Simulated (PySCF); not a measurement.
Geometries of 2 isomers of C4H3ClN2, from PBE0-D3(BJ)/def2-SVP geometry optimisation, gas phase in PySCF 2.14.0. One conformer each, no zero-point energy, no frequencies.

**Question.** Which isomer lies lower at this level?
A.
```xyz
10
angstrom
Cl     5.390    0.305   -0.106
C      3.670    0.464   -0.105
N      3.196    1.673    0.150
C      1.872    1.791    0.149
C      1.030    0.710   -0.104
C      1.658   -0.507   -0.357
N      2.981   -0.636   -0.358
H      1.469    2.788    0.359
H     -0.056    0.812   -0.105
H      1.078   -1.413   -0.567
```
B.
```xyz
10
angstrom
Cl     3.696   -1.969   -0.124
C      2.205   -1.095   -0.196
C      2.236    0.308   -0.215
N      1.113    1.005   -0.268
C     -0.030    0.323   -0.302
C     -0.045   -1.071   -0.283
N      1.083   -1.778   -0.230
H      3.189    0.847   -0.187
H     -0.961    0.897   -0.345
H     -0.986   -1.630   -0.312
```

**Answer.** A. That is `Clc1ncccn1` (2-chloropyrimidine), 4.2 kcal/mol below the other.

| SMILES | atoms numbered as above | E (Eh) | relative (kcal/mol) | relative (kJ/mol) | dipole (D) |
| --- | --- | --- | --- | --- | --- |
| Clc1ncccn1 | [Cl:1][c:2]1[n:3][cH:4][cH:5][cH:6][n:7]1 | -723.14235 | 0.0 | 0.0 | 3.61 |
| Clc1cnccn1 | [Cl:1][c:2]1[cH:3][n:4][cH:5][cH:6][n:7]1 | -723.13560 | 4.2 | 17.7 | 1.35 |
